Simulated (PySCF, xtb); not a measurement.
Ga(H)(F)(Me) (CH₄FGa), SMILES [CH3][GaH][F].

Harmonic wavenumbers (cm⁻¹) from GFN2-xTB (xtb) at its own minimum, in rising order: 24, 127, 328, 454, 505, 512, 650, 684, 1229, 1411, 1426, 1660, 2946, 2977, 2978.

Q: What does B3LYP-D3(BJ)/def2-TZVP run with PySCF 2.14.0 give at its own minimum? (The exact figures need the calculation; the answer reports its results.)

A: 20, 169, 422, 570, 593, 652, 733, 778, 1237, 1455, 1459, 1988, 3039, 3107, 3136. Paired by order, the mean absolute difference is 97 cm⁻¹ and the zero-point energies are 25.6 and 27.7 kcal/mol.
